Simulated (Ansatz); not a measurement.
Wavefunction ladder for `CCBB[SiH3]`

```csv
atom,x (Å),y (Å),z (Å)
C1,2.322,0.320,-1.323
C2,1.040,-0.303,-0.782
B3,0.301,0.479,0.354
B4,-0.745,-0.073,1.467
Si5,-2.700,-0.304,1.033
H6,3.105,0.333,-0.561
H7,2.154,1.353,-1.633
H8,2.711,-0.233,-2.181
H9,1.188,-1.361,-0.540
H10,0.273,-0.311,-1.579
H11,0.426,1.685,0.360
H12,-0.435,-0.344,2.594
H13,-3.583,0.278,2.083
H14,-3.113,0.260,-0.282
H15,-2.946,-1.777,0.989
```

The species carries charge 0 and has multiplicity 1. Geometry: relaxed with PBE0-D4/def2-TZVP. It is one conformer, not always the lowest. Frozen core, restricted reference, Ansatz. CBS rows extrapolate triple and quadruple zeta; past MP2 they add the triple-zeta difference.

```csv
basis,HF (Eh),MP2 corr.,CCSD corr.,(T),CCSD(T) total
def2-TZVPP,?,-0.67587,?,?,?
def2-QZVPP,-419.88035,?,–,–,–
CBS(def2),-419.88243,-0.75147,-0.82722,as TZ,-420.73722
```

Problem. Fill in the withheld values. (Best estimate.)

Solution. The calculation gave: def2-TZVPP HF (Eh): -419.86523; def2-TZVPP CCSD corr.: -0.75161; def2-TZVPP (T): -0.02757; def2-TZVPP CCSD(T) total: -420.64441; def2-QZVPP MP2 corr.: -0.71930.
